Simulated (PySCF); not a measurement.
**Working out the electron affinity of In**

In⁻ [Kr] 4d10 5s2 5p2 (3P) → In [Kr] 4d10 5s2 5p1 (2P). All numbers are calculated (PySCF 2.14, a scalar-relativistic core potential, in aug-cc-pwCVDZ-PP with ECP28MDF (6s5p4d1f, 48 functions)). Frozen: nothing. Energies in hartree (1 hartree = 27.21139 eV):

```
            part  In⁻ (lower)   In (upper)
             UHF  -189.208729  -189.205747
CCSD correlation    -0.381436    -0.372878
             (T)    -0.008972    -0.008151
```

What does Hartree-Fock give?

(-189.205747) − (-189.208729) = 0.002982 hartree = 0.081 eV.

What do CCSD and CCSD(T) give?

The CCSD correlation energies differ by 0.008558 hartree = 0.233 eV and the triples by 0.000821 hartree = 0.022 eV, so CCSD gives 0.314 eV and CCSD(T) 0.336 eV.

Reference: 0.384 eV (measured; photodetachment measurements, as compiled on the Wikipedia data page of electron affinities), between the lowest levels; spin-orbit coupling is absent from the calculation.

A double-zeta basis recovers only part of the correlation energy.

What remains against the reference includes basis incompleteness and higher excitations.
